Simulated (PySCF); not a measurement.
Sn⁺: excitation energy

Sn⁺ [Kr] 4d10 5s2 5p1 (2P) → Sn⁺ [Kr] 4d10 5s1 5p1 6s1 (4P), as a difference of total energies. All numbers are calculated (PySCF 2.14, a scalar-relativistic core potential, in aug-cc-pwCVDZ-PP with ECP28MDF). Correlated levels: valence: 4s2 4p6 4d10 frozen; valence and next inner shell: nothing frozen outside the core potential. The calculations carry no spin-orbit coupling.

```tsv
method	excitation energy (eV)
UHF	11.914
LDA	14.029
PBE	13.640
PBE0	13.399
r2SCAN	13.504
TPSS	13.509
B3LYP	13.823
LC-wPBE	13.398
B97-3	13.770
MP2 (valence)	12.535
SCS-MP2 (valence)	12.764
MP2 (valence and next inner shell)	13.394
SCS-MP2 (valence and next inner shell)	13.457
```

**Question.** How much does correlation contribute at MP2 (valence and next inner shell)?

**Answer.** 13.394 − (11.914) = 1.480 eV, measured against UHF.

The promoted electron is Rydberg-like, and one or two diffuse shells describe it only roughly, which tends to raise the upper state.
